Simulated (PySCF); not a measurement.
**Working out the ionisation energy of In**

In [Kr] 4d10 5s2 5p1 (2P) → In+ [Kr] 4d10 5s2 (1S). Calculation: PySCF 2.14, in x2c-SVPall; the spin-free X2C one-electron Hamiltonian (Gaussian nucleus). Frozen: [Kr] 4d10. Energies in hartree (1 hartree = 27.21139 eV):

| part | In (lower) | In+ (upper) |
| --- | --- | --- |
| UHF | -5877.614193 | -5877.424448 |
| CCSD correlation | -0.037014 | -0.030892 |
| (T) | -0.000383 | 0.000000 |

Problem. What does Hartree-Fock give?

Solution. (-5877.424448) − (-5877.614193) = 0.189745 hartree = 5.163 eV.

Problem. What do CCSD and CCSD(T) give?

Solution. The CCSD correlation energies differ by 0.006122 hartree = 0.167 eV and the triples by 0.000383 hartree = 0.010 eV, so CCSD gives 5.330 eV and CCSD(T) 5.340 eV.

Measured between the centres of the two terms (NIST): 5.603 eV, so CCSD(T) (valence) is off by -0.263 eV.

A double-zeta basis recovers only part of the correlation energy.

What remains against the reference includes basis incompleteness, the frozen core and higher excitations.
